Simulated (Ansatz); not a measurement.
Cost and result for the atomization energy of H$_{9}$NO$_{2}$Si$_{3}$ (`N[Si](O)([SiH3])O[SiH3]`) (15 atoms, 14 bonds).

```csv
atom,x (Å),y (Å),z (Å)
N1,-0.407,-0.505,1.695
Si2,0.284,0.346,0.374
O3,0.161,1.949,0.694
Si4,2.543,-0.020,-0.093
O5,-0.561,-0.127,-0.945
Si6,-2.087,-0.378,-1.481
H7,-0.098,-0.310,2.634
H8,-0.649,-1.478,1.592
H9,-0.677,2.258,1.046
H10,2.753,-1.458,-0.422
H11,3.376,0.301,1.099
H12,3.020,0.799,-1.239
H13,-2.054,-0.470,-2.960
H14,-2.626,-1.647,-0.922
H15,-2.979,0.740,-1.073
```

The species carries charge 0 and has multiplicity 1. The structure was optimised at the PBE0-D4/def2-TZVP level. It is one conformer, not always the lowest. Program: Ansatz. All runs use 2 threads of an AMD EPYC 7R13 on a shared host and a share of an NVIDIA H100 80 GB. Times are those of one run each, without the atoms' runs, and a repeat can differ threefold. Electronic energies, without spin–orbit coupling; frozen cores. CCSD(T)/CBS adds CCSD(T) − MP2 in def2-TZVPP to the MP2 limit, and its time is that of the two runs behind it. T1 = 0.012. B3LYP takes the VWN-RPA correlation (the form of Gaussian; ORCA's B3LYP/G).

CCSD(T)/CBS is a level of theory with its own doubt, some kJ/mol a heavy atom from the limit and from the frozen cores, so smaller differences don't rank the functionals.

| level | functions | wall time | atomization (kJ/mol) | difference from CCSD(T)/CBS | per bond |
| --- | --- | --- | --- | --- | --- |
| r2SCAN-D4/def2-TZVPP (with forces) | 345 | 3.6 s | 5219.7 | -36.3 | -2.6 |
| PBE0-D4/def2-TZVPP | 345 | 3.8 s | 5157.1 | -98.9 | -7.1 |
| PBE-D4/def2-TZVPP (with forces) | 345 | 6 s | 5225.3 | -30.7 | -2.2 |
| MP2/def2-QZVPP | 651 | 7 s | 5244.2 | -11.8 | -0.8 |
| B3LYP-D4/def2-TZVPP (with forces) | 345 | 8.5 s | 5227.3 | -28.7 | -2.0 |
| ωB97X-V/def2-TZVPP | 345 | 8.5 s | 5267.4 | 11.4 | 0.8 |
| CCSD(T)/def2-TZVPP | 345 | 8.5 s | 5093.4 | -162.6 | -11.6 |
| B2PLYP/def2-TZVPP | 345 | 9 s | 5164.1 | -91.9 | -6.6 |
| ωB97M-V/def2-TZVPP (with forces) | 345 | 12 s | 5245.6 | -10.4 | -0.7 |
| CCSD(T)/CBS(def2) | – | 16 s | 5256.0 | 0.0 | 0.0 |

From PBE to PBE0 (25 % exact exchange), in def2-TZVPP and without D4, the atomization energy moves by −63.0 kJ/mol: exact exchange takes away binding that semilocal exchange gives to molecules. In def2-TZVPP, CCSD(T) changes the Hartree–Fock value by +1290.9 kJ/mol (the triples alone add +63.7 kJ/mol) and MP2 by +1343.2 kJ/mol; breaking electron pairs costs correlation energy, which Hartree–Fock lacks. The D4 term adds +61.3 kJ/mol with B3LYP and +32.9 kJ/mol with PBE0; it sums over pairs of atoms, weighted by their polarisabilities, and B3LYP, whose exchange is more repulsive, gets the larger term.
